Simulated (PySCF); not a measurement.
NMR problem set

PySCF calculation with NMR shieldings at PBE0/pcSseg-1/GIAO and coordinates at the GFN2-xTB level; gas phase, relativity neglected, single conformer, one averaged value for each set of equivalent atoms.

Scale: ¹H, ¹³C against TMS (reference shieldings calculated alike). Splittings of carbon signals by F and P are missing where no couplings were computed. Where no couplings were computed, multiplicities follow the n + 1 count of equivalent neighbours, and m marks all less simple cases (inequivalent or close neighbours, rings, F or P nearby). Shifts are as computed. Against solution values, carbons near 30 ppm lie about +3 ppm off and those near 130 ppm about +5 ppm. Of 1309 compounds with measured shifts, 239 miss one by over three times the rms of a fit or turn the order of signals round; such compounds aren't used in these exercises.

Q: C6H11FOSi. ¹H NMR (400 MHz, computed): δ 10.42 (s, 1H), 5.11 (m, 2H), 2.41 (s, 3H), 2.18 (s, 3H), 1.93 (m, 2H). ¹³C{¹H} NMR (computed): δ 191.8, 164.3, 138.5, 26.2, 21.8, 19.9. Identify the compound.

A: `CC(C)=C(C=O)C[SiH2]F`. The formula gives 2 degrees of unsaturation (no ring in the answer). 6 carbon signals for 6 carbons: no two carbons are equivalent. Carbon types of the structure: 2 × C, 1 × CH, 1 × CH2, 2 × CH3, leaving 2 H on heteroatoms. δC 191.8: aldehyde carbonyl carbon; the double bond to the heteroatom, with no lone-pair donor beside it, deshields it most. δC 164.3: β carbon of a C=C–C=O unit; conjugation with the carbonyl draws π density from the β position. δC 138.5: α carbon of a C=C–C=O unit; as expected for a trigonal carbon in a double bond. δH 10.42: hydrogen on an aldehyde carbonyl carbon; deshielded by the polar, anisotropic C=O bond.

This is the structure that produced the data.

Q: C6H11FOSi. ¹H NMR (400 MHz, computed): δ 12.33 (m, 1H), 2.04 (m, 2H), 1.67 (m, 1H), 1.46 (m, 2H), 1.41 (m, 2H), 0.97 (t, 3H). ¹³C{¹H} NMR (computed): δ 248.0, 38.2, 33.3, 30.0, 14.5. Give a structure.

A: `CC[C@H]1C[Si@](F)(C=O)C1`. Rings plus π bonds: 2 (1 ring in the answer). 5 carbon signals for 6 carbons: some carbons are equivalent by symmetry or fast rotation. Carbon types of the structure: 2 × CH, 3 × CH2, 1 × CH3, which accounts for all hydrogens. δC 248.0: carbonyl carbon. δC 38.2: sp3 CH2; saturated and bonded to C and H only. δH 12.33: hydrogen on a carbonyl carbon. δH 1.41: hydrogen on an sp3 CH2; far from electronegative atoms and π systems.

The data come from this structure; uniqueness wasn't tested.
